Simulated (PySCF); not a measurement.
An unknown shows these calculated signals:

1H NMR (600 MHz, computed): δ 5.15 (s, 3H), 5.15 (s, 2H), 2.11 (s, 3H).

13C{1H} NMR (computed): δ 112.7 (C), 85.1 (C), 5.9 (CH3).

Level of theory: shielding tensors at PBE0/pcSseg-1 (GIAO), coordinates at the GFN2-xTB level, in PySCF 2.14 (isolated molecule, a single conformation, equivalent nuclei averaged, non-relativistic).

δ = σ(ref) − σ, references computed at the same level: 1H and 13C vs TMS.

Question: Which of these does the molecule contain: an amide, a CF3 group, an ester, a C≡C triple bond, a Si–H bond?

Answer: 
- An amide: no.
- A CF3 group: no.
- An ester: no.
- A C≡C triple bond: yes (δC 112.7, 85.1).
- A Si–H bond: yes (δH 5.15 (s)).

The data belong to `InChI=1S/C3H8OSi2/c1-2-3-6-4-5/h6H2,1,5H3`; they needn't prove each group on their own.

Carbon signals by region: 1 in the sp2 and nitrile region (100–160 ppm), 1 at 50–100 ppm, 1 below 50 ppm.

Shifts are as computed. Against solution values, carbons near 30 ppm lie about +3 ppm off and those near 130 ppm about +5 ppm. Of 1211 compounds with measured shifts, 218 miss one by over three times the rms of a fit or turn the order of signals round; such compounds aren't used in these exercises. Multiplicities follow the n + 1 count of equivalent neighbours, as no J values were calculated; m marks all less simple cases, F and P coupling included.
